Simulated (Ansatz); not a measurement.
Program: Ansatz. Geometries: PBE0-D4/def2-TZVP. ΔE: electronic, gas phase. CCSD(T)/CBS is the MP2 limit (def2-TZVPP, def2-QZVPP) plus CCSD(T) − MP2 in def2-TZVPP, frozen cores. Functionals use def2-TZVPP. B3LYP here is the variant with VWN-RPA as its local correlation; programs differ in this. def2 core potentials past Kr. For Sn outer-core shells are correlated without core-valence functions, which leaves a few kJ/mol of doubt a bond. Each species was taken in one conformer, which may not be the lowest.

Consider the formal exchange of groups at the Sn–C bond: `OC(O)=[CH][SnH3]` + `C[SiH](F)F` → `C[Si](F)(F)[SnH3]` + `C=C(O)O`.

| level | ΔE (kJ/mol) | difference from CCSD(T)/CBS |
| --- | --- | --- |
| r2SCAN-D4 | -20.6 | -8.1 |
| PBE0-D4 | -24.3 | -11.8 |
| B3LYP-D4 | -23.2 | -10.7 |
| r2SCAN | -20.6 | -8.1 |
| PBE0 | -24.3 | -11.8 |
| B3LYP | -23.5 | -11.0 |
| MP2/def2-TZVPP | -3.4 | 9.1 |
| HF/def2-QZVPP | -13.9 | -1.4 |
| MP2/def2-QZVPP | -5.2 | 7.3 |
| SCS-MP2/def2-QZVPP | -6.0 | 6.5 |
| CCSD(T)/CBS | -12.5 | 0 |

Largest T1 diagnostic among the species: 0.013.

From PBE to PBE0 (25 % exact exchange), in def2-TZVPP and without D4, ΔE moves by +3.2 kJ/mol. In def2-TZVPP, CCSD(T) changes the Hartree–Fock value by +5.5 kJ/mol (the triples alone add +2.2 kJ/mol) and MP2 by +11.1 kJ/mol.
